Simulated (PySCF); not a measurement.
Vertical excitations of a molecule C2H4FNOSi from PySCF 2.14.0 with TDA-PBE/def2-SVPD, as energy in eV (oscillator strength): 6.51 (0.001), 6.63 (0.067), 6.66 (0.005), 6.76 (0.017), 6.78 (0.007), 7.21 (0.059), 7.33 (0.001), 7.39 (0.010), 7.50 (0.002), 7.54 (0.003). Lowest triplet (TDA): 6.10 eV. Geometry optimised at B3LYP-D3(BJ)/def2-SVP. The values are those of a single conformer.

**Question.** Which structure fits?
A) N[Si@]1(F)C=CO1
B) O=C=N[SiH2]CF
C) F[Si@@H]1COC=N1
D) N[Si@H]1OC=C1F

**Answer.** B, O=C=N[SiH2]CF
